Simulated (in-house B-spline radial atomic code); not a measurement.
RPA and G0W0 for As3+, [Ar] 3d10 4s2, as one setting changes: the radius of a hard wall (bohr). Start: Hartree-Fock. A dash marks a level of low quasi-particle weight. Computed with a B-spline radial code for spherical atoms: all electrons, non-relativistic, point nucleus, each spin shell either full or empty, empty states to l = 9 with an (l + 1/2)⁻⁴ tail; G0W0 by contour deformation at full frequency.

| radius of a hard wall (bohr) | mean-field level (eV) | G0W0 level (eV) | RPA correlation (Eh) |
| --- | --- | --- | --- |
| 2 | -8.872 | 4s -11.708 | -2.1357 |
| 2.5 | ? | ? | ? |
| 3 | ? | ? | ? |
| 3.5 | -45.88 | 4s -47.87 | -2.0806 |
| 4 | -46.89 | 4s -48.77 | -2.0749 |
| 5 | -47.34 | 4s -49.13 | -2.0713 |
| 6 | -47.38 | 4s -49.16 | -2.0706 |
| 8 | -47.39 | 4s -49.16 | -2.0702 |
| 12 | -47.39 | 4s -49.16 | -2.0699 |

Question: What belongs in the row for 2.5?

Answer: mean-field level (eV): -34.71; G0W0 level (eV): 4s -37.16; RPA correlation (Eh): -2.1102.

Question: What belongs in the row for 3?

Answer: mean-field level (eV): -43.00; G0W0 level (eV): 4s -45.17; RPA correlation (Eh): -2.0916.
